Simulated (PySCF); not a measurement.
C₃H₉GeN, SMILES [CH3][GeH]1[CH2]N[CH2]1.

Coordinates come from a PBE0-D3(BJ)/def2-SVP optimisation. The structure was generated by enumeration, and PubChem lists no compound with its InChIKey, so it may never have been made.

Two levels are set side by side: TDA-PBE/def2-SVPD (PySCF) and TDA-CAM-B3LYP/def2-SVPD (PySCF). Vertical, same geometry. The lowest singlet is HOMO→LUMO 100 % with PBE and HOMO→LUMO+2 93 % with the other functional; states are paired by order. Differences are taken from unrounded values.

```
quantity                              TDA-CAM-B3LYP
------------------------------------  -------------
lowest singlet excitation (eV)                 5.89
lowest triplet excitation (TDA) (eV)           5.58
```

### Question
What does TDA-PBE give, and how far is it from TDA-CAM-B3LYP? (An estimate is asked for; the answer gives what the named calculation found.)

### Answer

```csv
quantity,TDA-PBE,TDA-PBE minus TDA-CAM-B3LYP
lowest singlet excitation (eV),4.75,-1.13
lowest triplet excitation (TDA) (eV),4.69,-0.90
```

A lower first singlet is the usual sign of a functional without exact exchange. Differences between two approximate levels are no errors against the true value.

Rough cost on one machine, each run with all the roots and properties that it gave: TDA-CAM-B3LYP against TDA-PBE about 5 times.
